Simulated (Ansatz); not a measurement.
Total energies of AlGe₁₉PH₃₂, a doped nanocrystal cut from the lattice of germanium (Al and P 4.0 A apart) from Ansatz at PBE-D4/def2-TZVP, gas phase (1 Eh = 27.2114 eV = 2625.5 kJ/mol). The reference geometry is relaxed at PBE-D4/def2-SVP.

```xyz
53

P    -0.721    3.467   -2.646
Ge   -0.369    3.695    1.289
Ge   -3.454    1.522    1.929
Ge    2.858    2.281   -1.443
Al   -0.570    0.051   -0.699
Ge    2.575   -1.120   -3.174
Ge    3.206   -0.994    0.643
Ge   -0.041    0.428    3.391
Ge   -3.063   -1.975    4.007
Ge   -0.142   -3.207    1.492
Ge    2.796   -4.541   -0.948
Ge    1.592    3.511   -3.143
Ge   -1.251    4.758   -0.735
Ge   -1.657    1.259   -2.608
Ge   -1.072    1.349    1.365
Ge   -4.421   -0.667    2.443
Ge    1.881    0.056   -1.135
Ge   -1.363   -2.287   -0.428
Ge    2.076   -3.514   -3.052
Ge    2.271   -3.221    1.053
Ge   -0.656   -1.940    3.529
H    -1.305    4.212   -3.721
H    -0.952    4.583    2.430
H     1.167    3.938    1.244
H    -4.241    2.167    0.745
H    -3.640    2.462    3.159
H     2.856    3.199   -0.187
H     4.305    2.278   -2.022
H     1.857   -0.507   -4.417
H     4.106   -0.930   -3.398
H     3.198   -0.120    1.931
H     4.692   -1.147    0.189
H    -0.583    1.165    4.655
H     1.503    0.620    3.364
H    -3.285   -1.382    5.432
H    -3.595   -3.439    4.028
H    -0.542   -4.690    1.788
H     4.342   -4.724   -1.019
H     2.168   -5.963   -0.846
H     1.872    5.034   -3.305
H     1.612    2.854   -4.552
H    -0.707    6.165   -1.119
H    -2.803    4.792   -0.813
H    -3.162    1.685   -2.581
H    -1.365    0.897   -4.102
H    -5.839   -0.467    3.061
H    -4.600   -1.457    1.117
H    -1.076   -3.245   -1.626
H    -2.879   -2.457   -0.102
H     0.546   -3.714   -3.237
H     2.787   -4.244   -4.232
H     3.015   -3.881    2.260
H     0.074   -2.594    4.747
```

```tsv
state	geometry	energy (Eh)
charge 0 singlet	reference	-40060.30865
charge 1 doublet	reference	-40060.04060
charge -1 doublet	reference	-40060.34530
free P atom (quartet)	–	-341.10299
free Ge atom (triplet)	–	-2076.60177
free Al atom (doublet)	–	-242.22759
free H atom (doublet)	–	-0.49962
```

Single mean-field runs in def2-TZVP are fitted with def2-universal-jkfit.

**Question.** Work out the vertical ionisation energy to the doublet.

**Answer.** E(charge 1 doublet) − E(charge 0 singlet) = -40060.04060 − (-40060.30865) = 0.26805 Eh = 7.29 eV. For comparison, −ε of the highest occupied level is 5.80 eV at this level, 1.49 eV less.

**Question.** Work out the vertical electron affinity, to the doublet.

**Answer.** E(charge 0 singlet) − E(charge -1 doublet) = -40060.30865 − (-40060.34530) = 0.03665 Eh = 1.00 eV. The basis lacks diffuse functions, which makes affinities too small.

**Question.** Give the fundamental gap IE − EA, the Mulliken electronegativity (IE + EA)/2 and the hardness (IE − EA)/2.

**Answer.** From the values in Eh: IE − EA = 0.26805 − 0.03665 = 0.23140 Eh = 6.30 eV; (IE + EA)/2 = 4.15 eV; (IE − EA)/2 = 3.15 eV. The HOMO–LUMO gap of the same run is 3.47 eV, 2.83 eV smaller than the fundamental gap.

**Question.** What is the binding energy per atom against free atoms?

**Answer.** Atoms: 1 × (-341.10299) + 19 × (-2076.60177) + 1 × (-242.22759) + 32 × (-0.49962) = -40054.75205 Eh. Binding: -40054.75205 − (-40060.30865) = 5.55660 Eh = 151.20 eV, or 2.85 eV for each of 53 atoms (no zero-point energy, no counterpoise term).

At PBE-D4/def2-TZVP the gap within one spin of the charge 1 doublet nearly closes, so an electron or hole may be smeared out by delocalisation error. At PBE-D4/def2-TZVP the highest occupied level of the charge -1 doublet lies above zero (up to 0.44 eV). By energy differences its removal costs 1.00 eV (vertical, to the charge 0 singlet, at PBE-D4/def2-TZVP); self-interaction error and the lack of diffuse functions both raise the level.
